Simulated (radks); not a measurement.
Results of a calculation; reference values are marked as such.
Fractional charge and spin in the 5d shell of iridium: the spin-up occupation runs from 3 to 4 and the spin-down occupation from 2 to 3; the fullest corner is Ir, [Xe] 4f14 6s2 5d(up 4, down 3). Level of theory: scalar-relativistic Kohn-Sham, LDA (Slater exchange, Perdew-Wang correlation), spin-polarised, spherical densities, finite nucleus; Fermi nuclear charge, rms radius of each element as measured or else 0.836 A^(1/3) + 0.57 fm (a radial shooting solver on a logarithmic mesh with Libxc functionals). Energy (eV) above the fullest corner. The planes named below are the two flat planes that join the four corners, with an edge along up + down = one added electron.

down \ up       3     3.5       4
2          35.981  22.517  11.967
2.5        22.823  12.406   4.727
3          12.552   5.007   0.000

Corners above the fullest one (they belong to Ir+ and the next ion): (up 4, down 2) 11.967 eV, (up 3, down 3) 12.552 eV, (up 3, down 2) 35.981 eV. With half an added electron in each spin the energy lies 0.146 eV from the planes, and with half an added electron in spin up alone -1.456 eV. The planes are only a guide here: the flat-plane condition holds for ground states with one frontier orbital, while this shell lies below other occupied shells, so the corners above the fullest one are inner-hole states and not the ground states of those ions.
